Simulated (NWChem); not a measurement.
# CH6Ti; SMILES [CH3][TiH3]

All runs: NWChem. The geometry was optimised at PBE0/def2-SVP. Level PBE/def2-SVPD: energy and gradient; each run changes one setting, and changes count from the defaults (medium grid, exact Coulomb integrals, symmetry on).

| setting | size of the energy change (μHa) | largest change of a gradient component (μHa/bohr) | time, defaults = 1 (rough) |
|---|---|---|---|
| defaults | < 10 | < 30 | about 1 |
| Becke weights | 20 | 60 | about 1 |
| symmetry off | 20 | other frame | 2 |
| Coulomb fitting, Weigend set | 200 | 90 | 0.4 |
| coarse grid | 70 | 200 | about 1 |
| tight SCF thresholds and tolerances | < 10 | < 30 | about 1 |
